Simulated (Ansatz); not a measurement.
```xyz
2

B     0.0000    0.0000    0.7950
B     0.0000    0.0000   -0.7950
```

Basis set: STO-3G (spherical functions). Correlated methods keep 2 orbitals frozen. Correlation on ROHF uses semicanonical orbitals with singles. Charge 0, multiplicity 3.

Computed with Ansatz (development build ahead of 0.2.0); the reference of a correlated method needn't be the lowest determinant of its kind.

The atomization energy at this shape (free ground-state atoms in the same class of orbitals less the molecule, no zero-point energy) of triplet B2:

```csv
method,atomization energy
UHF-CCSD,3.57 eV
ROHF-CCSD,3.44 eV
```

Q: What does UHF-CCSD(T) give?

A: 3.71 eV. Caution: the reference determinant was not shown to be the lowest. Caution for UHF-CCSD(T), UHF-CCSD: the unrestricted determinant is a mixture of spin states. Caution for ROHF-CCSD: an unrestricted determinant lies well below; other determinants can give a lower correlated total.

This basis has no polarisation functions and is too small for such energies, which can lie far from measured ones in either direction.
